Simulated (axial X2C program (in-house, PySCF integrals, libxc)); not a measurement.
**Density and ELF of BI**

All values were computed with an in-house relativistic program for diatomic molecules. Spin-free means the one-electron spin-free X2C Hamiltonian. Basis: I dyall-cv3z [11s12p8d4f1g], B dyall-v3z [7s6p2d1f] (cores contracted in-house); Gaussian nuclei, density fitting, unrestricted open shells. Masses: I 126.904 u, B 11.009 u.

PBE0, spin-free, state M_S = 0, Λ = 0 (closed shell); I at z = 0, B at z = 2.141 Å.

The maps cover the half plane through the axis: z from -2.4 to 4.2 Å along the bond, ρ from 0.15 to 2.25 Å away from it.

log10 of the density in e/bohr³:

```
 ρ\z  -2.4  -1.8  -1.2  -0.6   0.0   0.6   1.2   1.8   2.4   3.0   3.6   4.2
0.15  -3.1  -2.2  -1.3  -0.2   1.8  -0.2  -0.9  -0.7  -0.4  -1.2  -2.0  -2.8
0.45  -3.2  -2.3  -1.4  -0.6   0.4  -0.6  -1.1  -1.1  -1.0  -1.3  -2.1  -2.9
0.75  -3.3  -2.4  -1.6  -0.9  -0.6  -0.9  -1.3  -1.4  -1.3  -1.6  -2.3  -3.0
1.05  -3.5  -2.6  -1.9  -1.3  -1.1  -1.3  -1.6  -1.7  -1.7  -1.9  -2.5  -3.2
1.35  -3.6  -2.9  -2.2  -1.7  -1.5  -1.6  -2.0  -2.1  -2.1  -2.3  -2.8  -3.4
1.65  -3.9  -3.2  -2.5  -2.1  -1.9  -2.0  -2.3  -2.5  -2.5  -2.7  -3.1  -3.7
1.95  -4.1  -3.5  -2.9  -2.5  -2.3  -2.4  -2.7  -2.9  -2.9  -3.1  -3.5  -4.0
2.25  -4.4  -3.8  -3.3  -2.9  -2.8  -2.9  -3.1  -3.3  -3.4  -3.5  -3.8  -4.3
```

Electron localisation function (collinear form, no current term, damped to 0 at low density):

```
 ρ\z  -2.4  -1.8  -1.2  -0.6   0.0   0.6   1.2   1.8   2.4   3.0   3.6   4.2
0.15  0.09  0.51  0.73  0.41  0.77  0.39  0.81  0.06  0.18  1.00  1.00  0.95
0.45  0.08  0.48  0.75  0.27  0.75  0.23  0.77  0.24  0.28  1.00  1.00  0.92
0.75  0.06  0.42  0.76  0.52  0.26  0.46  0.66  0.54  0.93  0.99  0.99  0.81
1.05  0.03  0.33  0.72  0.79  0.66  0.73  0.52  0.41  0.90  0.99  0.98  0.54
1.35  0.01  0.22  0.61  0.80  0.81  0.75  0.37  0.23  0.76  0.95  0.92  0.19
1.65  0.00  0.11  0.45  0.70  0.76  0.66  0.23  0.10  0.48  0.81  0.59  0.03
1.95  0.00  0.04  0.25  0.51  0.61  0.50  0.12  0.04  0.18  0.39  0.12  0.00
2.25  0.00  0.01  0.09  0.27  0.37  0.28  0.05  0.01  0.04  0.06  0.01  0.00
```

Occupations by symmetry block were frozen at the best pattern of an incomplete PBE0 search. Spin–orbit coupling changes these values markedly for this molecule (Re by over 0.02 Å or De by over 0.25 eV), so the spin-free numbers are a model.
